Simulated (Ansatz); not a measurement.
Coupled-cluster diagnostics for IrCl(PH3)3 (P₃IrH₉Cl), Ansatz.

Geometry of the singlet (PBE-D4/def2-SVP):

```csv
atom,x (Å),y (Å),z (Å)
Ir1,0.404,0.162,-0.136
Cl2,2.536,0.977,-0.855
P3,-0.456,1.776,-1.500
H4,-1.872,1.968,-1.653
H5,-0.104,1.732,-2.887
H6,-0.091,3.136,-1.240
P7,-1.563,-0.599,0.533
H8,-1.913,-1.989,0.369
H9,-2.776,-0.058,-0.019
H10,-1.963,-0.513,1.917
P11,1.636,-1.323,1.098
H12,2.538,-0.779,2.067
H13,2.569,-2.142,0.385
H14,1.055,-2.348,1.920
```

In the def2 sets Ir takes a core potential; there is no spin–orbit coupling. Correlated methods freeze 20 core orbitals; core or outer-core shells of Ir are correlated, in sets that lack core-valence functions.

Geometry of the charge 0 triplet (PBE-D4/def2-SVP):

Cartesian coordinates in Å:
```
Ir -0.438 0.224 0.216
Cl -0.227 2.151 -1.250
P 0.542 1.353 1.982
H 1.795 0.897 2.522
H -0.101 1.566 3.252
H 0.920 2.713 1.727
P 1.357 -1.003 -0.461
H 1.205 -2.328 -1.005
H 2.426 -1.333 0.446
H 2.188 -0.484 -1.517
P -2.056 -0.732 -1.137
H -2.379 -0.008 -2.332
H -3.403 -0.998 -0.705
H -1.831 -2.019 -1.737
```

Estimate the CCSD(T) correlation energy, the shares of MP2 and (T), T1 and the reference's ⟨S²⟩ for: charge 0, singlet, own geometry in def2-SVP; charge 0, triplet, own geometry in def2-SVP; charge 1, doublet, vertical in def2-SVP; and the rough time on 4 threads of Arm Neoverse V1 on a shared host.


```csv
state,basis,correlation (eV),MP2 share (%),(T) share (%),T1,⟨S²⟩ (pure),wall time
"charge 0, singlet, own geometry",def2-SVP,-28.648,94.6,3.4,0.020,0.00 (0.00),41 s
"charge 0, triplet, own geometry",def2-SVP,-27.835,92.5,3.3,0.025,2.02 (2.00),3.5 min
"charge 1, doublet, vertical",def2-SVP,-27.241,92.6,3.2,0.018,0.76 (0.75),3.6 min
```
Customary marks for T1 are 0.02 (closed shells), 0.045 (open shells) and about 0.05 (3d metals). T1 exceeds 0.02 in 2 of 3 rows and 0.045 in 0; the higher it lies, the less the single-reference result can be trusted.
